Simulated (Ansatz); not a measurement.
Gas-phase electronic energies from Ansatz, PBE0-D4/def2-TZVP geometries. CBS: MP2 limit from def2 TZ/QZ plus the TZ coupled-cluster correction, frozen cores. This one scheme is used for every species. DFT in def2-TZVPP. Elements past krypton have def2 core potentials. For Sn outer-core shells are correlated without core-valence functions, which leaves a few kJ/mol of doubt a bond. One conformer a species, not always the lowest.

Consider the ligand exchange at the Sn–F bond: `[F][Sn]([F])([F])[F]` + CH₃SH → `C[S][Sn]([F])([F])[F]` + H–F.

```json
{"level": "revPBE-D4", "ΔE (kJ/mol)": "-42.6"}
{"level": "CAM-B3LYP", "ΔE (kJ/mol)": "-24.3"}
```

(1) What does CCSD(T)/CBS give? (Best estimate.)

Largest T1 diagnostic among the species: 0.015.

Results:

(1) Ansatz gave: -41.0 kJ/mol. The listed levels differ from it by -1.6, 16.7 kJ/mol.

Leaving LDA and LC-ωPBE aside and taking each functional with its dispersion term where it has one, the values, not all of them listed here, spread over 21.4 kJ/mol, from HSE06-D4 to B97M-V. LDA lies −11.9 kJ/mol from PBE without D4. In def2-TZVPP, CCSD(T) changes the Hartree–Fock value by −18.9 kJ/mol (the triples alone add −2.6 kJ/mol) and MP2 by −25.8 kJ/mol.
